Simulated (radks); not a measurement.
The numbers below are computed, except where a source is named.
Cr2+, 22 electrons, occupied as [Ar] 3d4 (the NIST ground configuration). Level of theory: scalar-relativistic Kohn-Sham, r2SCAN, spin-unpolarised, spherical densities, finite nucleus; meta-GGA in the generalised Kohn-Sham scheme; Fermi nuclear charge, rms radius 3.6452 fm (a radial shooting solver on a logarithmic mesh with Libxc functionals).

Local quantities along the radius. ELF = 1/(1 + alpha^2) is the electron localisation function; alpha = (tau - tau_W)/tau_unif compares the Pauli kinetic energy density with that of the uniform gas. tau is taken from the large components.

r (bohr)    ELF    alpha
0.002737  1.000  0.01542
0.003592  1.000  0.01596
0.004715  1.000  0.01690
0.006139  1.000  0.01835
0.008059  1.000  0.02067
0.01058   0.999  0.02429
0.01388   0.999  0.03015
0.01822   0.998  0.04016
0.02392   0.997  0.05858
0.0314    0.991  0.09588
0.04121   0.969   0.1802
0.05366   0.874   0.3802
0.07044   0.570   0.8692
0.09246   0.292    1.557
0.1214    0.335    1.409
0.1593    0.630   0.7670
0.2091    0.816   0.4745
0.2744    0.810   0.4849
0.3602    0.448    1.110
0.4691    0.140    2.477
0.6157    0.458    1.089
0.8081    0.779   0.5319
1.061     0.764   0.5557
1.392     0.534   0.9344
1.828     0.181    2.130
2.399     0.038    5.062
3.149     0.007    11.61
4.1       0.001    33.13
5.382     0.000    160.9

On this mesh the ELF has minima near r = 0.11, 0.47 bohr, which separate the shells, and maxima near 0.24 (0.84), 0.93 (0.80).
